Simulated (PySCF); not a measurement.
# KBi⁺ at r²SCAN

Computed with r²SCAN; PySCF, scalar-relativistic core potentials, basis sets K def2-SVP, Bi def2-SVP with ECP60.

| Property | Result |
| --- | --- |
| state | ⁴Σ⁻ (quartet), unpaired electrons σ ↑, π ↑↑ |
| bond length | 3.955 Å |
| harmonic wavenumber | 54.0 cm⁻¹ |
| force constant | 0.0564 mdyn/Å |
| rotational constant Be | 0.03282 cm⁻¹ |
| anharmonicity ωexe | 0.460 cm⁻¹ |
| vibration–rotation constant αe | 0.000333 cm⁻¹ |
| bond order (Mayer) | 0.20 |
| dipole moment (positive dipole points towards Bi; it is taken about the centre of mass and depends on that origin) | -14.00 D |

Spin–orbit coupling is left out, which matters for elements this heavy, above all for dissociation energies. The state is the lowest determinant that a PBE0 search found; another state may lie lower at other levels.
